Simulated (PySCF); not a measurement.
Isomers of C4H11B, mass 70.095 u with the commonest isotopes. Method: PBE0-D3(BJ)/def2-SVP geometry optimisation, gas phase in PySCF 2.14.0. One conformer each, none proved a minimum here; rigid rotors.

Question: Order these by rotational constant A, largest first.
A. BEt2H, `[H]B(CC)CC`
B. BMe2Et, `B(C)(CC)C`
C. `C(C)(B)(C)C`
D. `[CH3:1][BH:2][CH2:3][CH2:4][CH3:5]` with C1–B2–C3–C4 1°, B2–C3–C4–C5 180°

Answer: A (12731 MHz), D (12101 MHz), B (5990 MHz), C (4811 MHz).

Question: Order these by rotational constant B, largest first.
A. BEt2H (`[H]B(CC)CC`)
B. `BC(C)(C)C`
C. `[CH3:1][BH:2][CH2:3][CH2:4][CH3:5]` with C1–B2–C3–C4 1°, B2–C3–C4–C5 180°
D. `CCB(C)C` (BMe2Et)

Answer: B (4653 MHz), D (3404 MHz), C (2249 MHz), A (2172 MHz).

Question: Order these by dipole moment, smallest first.
A. `[CH3:1][BH:2][CH2:3][CH2:4][CH3:5]` with C1–B2–C3–C4 1°, B2–C3–C4–C5 180°
B. `BC(C)(C)C`
C. BMe2Et, `CCB(C)C`

Answer: C (0.07 D), A (0.41 D), B (0.69 D).

```json
{"SMILES": "CCB(C)C", "point group": "C1", "Ia (u·Å²)": "84.37", "Ib (u·Å²)": "148.45", "Ic (u·Å²)": "196.71", "κ": "-0.51", "μa (D)": "0.06", "μb (D)": "0.02", "μc (D)": "0.04"}
{"SMILES": "BC(C)(C)C", "point group": "Cs", "Ia (u·Å²)": "105.04", "Ib (u·Å²)": "108.60", "Ic (u·Å²)": "119.69", "κ": "0.46", "μa (D)": "0.33", "μb (D)": "0.00", "μc (D)": "0.61"}
{"SMILES": "CBCCC", "point group": "–", "Ia (u·Å²)": "41.76", "Ib (u·Å²)": "224.71", "Ic (u·Å²)": "254.13", "κ": "-0.95", "μa (D)": "0.15", "μb (D)": "0.37", "μc (D)": "0.08"}
{"SMILES": "[H]B(CC)CC", "point group": "near C2", "Ia (u·Å²)": "39.70", "Ib (u·Å²)": "232.63", "Ic (u·Å²)": "242.68", "κ": "-0.98", "μa (D)": "0.02", "μb (D)": "0.06", "μc (D)": "0.50"}
```
